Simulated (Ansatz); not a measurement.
Relaxation of GaH$_{5}$OS (8 atoms, charge 0, multiplicity 1), to a largest force component of 0.03 eV/Å in at most 50 steps.

Theory: Ansatz, RHF/def2-SVP.

```xyz
8
Properties=species:S:1:pos:R:3:forces:R:3
Ga -0.040 -0.219 0.042 -0.01 0.07 -0.04
O -0.250 -0.443 1.808 -0.02 -0.13 0.05
H -1.088 -0.711 2.152 0.01 0.00 -0.02
H 1.441 -0.050 -0.423 0.00 0.00 0.01
H -1.321 -0.327 -0.857 0.01 0.00 0.00
S -0.033 2.923 1.506 -0.02 -0.84 0.37
H 1.301 2.988 1.498 -0.01 0.00 0.00
H -0.076 1.733 2.188 0.05 0.90 -0.37
```

Where does it end, and by what steps?

It converged. After 12 steps the energy has fallen by 0.113 eV; H8 moved furthest, 0.48 Å.

```
step  energy less start (eV)  largest force component (eV/Å)  accepted
   0                  0.0000                           0.896       yes
   1                 -0.0055                           0.678       yes
   2                 -0.0689                           0.382       yes
   3                 -0.0797                           0.453       yes
   4                 -0.0942                           0.327       yes
   5                 -0.1056                           0.232       yes
   6                 -0.0981                           0.277        no
   7                 -0.1116                           0.184       yes
   8                 -0.1118                           0.100       yes
   9                 -0.1124                           0.082       yes
  10                 -0.1124                           0.052       yes
  11                 -0.1119                           0.083        no
  12                 -0.1133                           0.024       yes
```

```xyz
8
Properties=species:S:1:pos:R:3
Ga -0.018 -0.060 0.166
O -0.242 -0.704 1.830
H -1.097 -1.011 2.083
H 1.472 0.024 -0.314
H -1.290 0.022 -0.757
S -0.042 2.667 1.211
H 1.284 2.816 1.260
H -0.134 2.142 2.435
```

Time of the run: 25 s on 1 thread of Arm Neoverse V1 (shared host), peak memory 0.17 GiB.
